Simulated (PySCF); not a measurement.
**[La(NH2)4]− at several levels of theory**

Computed with PySCF 2.14.0 (density fitting, no spin-orbit coupling) at the geometry relaxed with TPSS:

```xyz
13
[La(NH2)4]− (singlet)
La    0.0000    0.0000    0.0000
N     1.4394    1.3123    1.4077
H     1.4382    1.4965    2.4211
H     2.3084    1.7524    1.0675
N    -1.4393   -1.4077    1.3123
H    -2.3083   -1.0671    1.7527
H    -1.4384   -2.4210    1.4965
N     1.4394   -1.3123   -1.4077
H     2.3084   -1.7524   -1.0675
H     1.4382   -1.4965   -2.4211
N    -1.4393    1.4077   -1.3123
H    -1.4384    2.4210   -1.4965
H    -2.3083    1.0671   -1.7527
```

```
 level                                              basis    state  HOMO (eV)  gap (eV)  charge on La1 (e)  population of f-type functions on La1 (polarisation alone where 4f lies in the core)  dipole about the centre of mass (D)  largest force component (eV/Å)
  TPSS  La lcecp-1-SVP with ECP46, N def2-SVP, H def2-SVP  singlet       0.10      2.98               0.64                                                                                  0.06                                 0.00                            0.00
r2SCAN                                           the same  singlet      -0.13      3.48               0.70                                                                                  0.06                                 0.00                            0.27
  TPSS          La x2c-SVPall, N x2c-SVPall, H x2c-SVPall  singlet       0.14      2.61               0.58                                                                                  0.16                                 0.00                            0.12
```

In the lcecp rows the 4f levels are missing from HOMO and gap, and the state counts the valence alone.

Charges are Mulliken's, which hang on the basis. The relaxation used the grid (50, 194), these runs (75, 302) or, all-electron (x2c bases, spin-free X2C Hamiltonian), (99, 590).

Problem. A further run in the first row's basis gives HOMO (eV) -4.60, gap (eV) 9.61, charge on La1 (e) 1.32, population of f-type functions on La1 (polarisation alone where 4f lies in the core) 0.06, dipole about the centre of mass (D) 0.00, largest force component (eV/Å) 1.01. Which level was it?
A. HF
B. B3LYP
C. revPBE

Solution. A. The others give HOMO 0.20 eV (revPBE); -0.96 eV (B3LYP).

In the first row's basis the gap widens with exact exchange: 2.7 to 3.5 eV for revPBE, TPSS, r2SCAN (none); 4.1 eV for B3LYP (a fixed share); 9.6 eV for Hartree–Fock (rising or full at long range).

No frequency check is given that shows the relaxed geometry to be a minimum.

The highest filled level of some runs lies above zero, as often for anions with such functionals and bases.
